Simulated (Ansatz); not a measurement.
A series at Si: from `O[SiH2][SiH2]O`, ligands are replaced one by one, each step taking up HCl and setting free H₂; n counts the steps. Ansatz, PBE0-D4/def2-TZVP geometries. Each molecule was computed in one conformer, which needn't be the lowest.

```csv
n,molecule,"HOMO energy, ωB97M-V/def2-TZVPP (eV)"
0,`O[SiH2][SiH2]O`,-10.00
1,`O[SiH2][SiH](O)Cl`,-9.97
2,`O[Si@@H](Cl)[Si@@H](O)Cl`,?
3,`O[SiH](Cl)[Si](O)(Cl)Cl`,-10.32
```

By hand: fit a straight line y = ȳ + b (n − n̄) to the 3 given rows and predict n = 2.

n̄ = 1.333, ȳ = -10.097; Σ(n − n̄)(y − ȳ) = -0.543, Σ(n − n̄)² = 4.667, so b = -0.116 eV a step. Prediction: -10.097 + (-0.116) × (0.667) = -10.17 eV.

By hand: compare with the computed value, -10.06 eV, and give the steps along the whole series.

The line misses by 0.11 eV (computed minus predicted). Steps: 0.03, -0.09, -0.26 eV.

The steps change sign along the series, so a line is a poor guide. The highest orbital can change its character along such a series. The miss is 31.4 % of the series' range.
